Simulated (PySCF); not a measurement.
Work out the structure from these simulated measurements.

Formula: CH6AsB.

| Item | Value |
| --- | --- |
| Polarisability | 62.1 au [wB97X-D/def2-SVPD] |
| Rotational structure | rotational constants A, B, C: 19.519, 4.666, 4.156 GHz [PBE0-D3(BJ)/def2-SVP] |
| 13C NMR | chemical shifts (computed TMS as zero) by class: 13.9 (1 C) ppm [GIAO HF/pcSseg-2] |
| Dipole | 0.92 D [wB97X-D/def2-SVPD] |
| Valence photoelectron | vertical ionisation energy: 9.79 eV [ΔSCF wB97X-D/def2-SVPD] |
| Couplings | largest of the computed one-bond spin–spin couplings (means over like bonds): 13C–1H +148.5 (×2), 11B–1H +139.9 (×2), 13C–11B +53.8 Hz [B3LYP/pcJ-1 (pcSseg-1 on As)] |
| Triplet | lowest triplet excitation (Tamm–Dancoff): 5.02 eV [TDA wB97X-D/def2-SVPD] |

Electronic properties: PySCF, gas phase, density fitting. Levels stand in brackets. The structure is a single PBE0-D3(BJ)/def2-SVP conformer in the gas phase; no vibrational or solvent corrections. Relativistic effects, spin–orbit coupling among them, are left out although an element past zinc is present. NMR values are class means; diastereotopic atoms form classes of their own.

Problem. Propose a structure and show how it fits.

Solution. Numbering: `[BH2:1][CH2:2][AsH2:3]`. The one carbon: sp3 carbon bound to boron [C2] (13.9 ppm). The couplings run between: +148.5 Hz, sp3 carbon bound to boron [C2] and its hydrogen (with 1 like pair); +139.9 Hz, three-coordinate boron [B1] and its hydrogen (with 1 like pair); +53.8 Hz, sp3 carbon bound to boron [C2] and three-coordinate boron [B1]. The first electron is taken from the HOMO, whose largest Löwdin shares are 0.55 on the arsenic bonded to C and 2 H, 0.19 on the sp3 carbon bound to boron and 0.10 on the three-coordinate boron. The optimised geometry has point group Cs and is an asymmetric top. Structure: `BC[AsH2]`. Computed isomers that give other values at the same levels: `B[AsH]C` (rotational constant A: 13.293 GHz; this holds for the one conformer computed); `CB[AsH2]` (rotational constant A: 30.224 GHz; this holds for the one conformer computed). The assignments are read from this structure; whether some other isomer fits the data as well wasn't checked. NMR values of atoms bound to As lack the spin–orbit term that these neighbours bring.

Conformer computed: `[BH2:1][CH2:2][AsH2:3]`: H–As3–C2–B1 -48°, H–As3–C2–B1 45°.
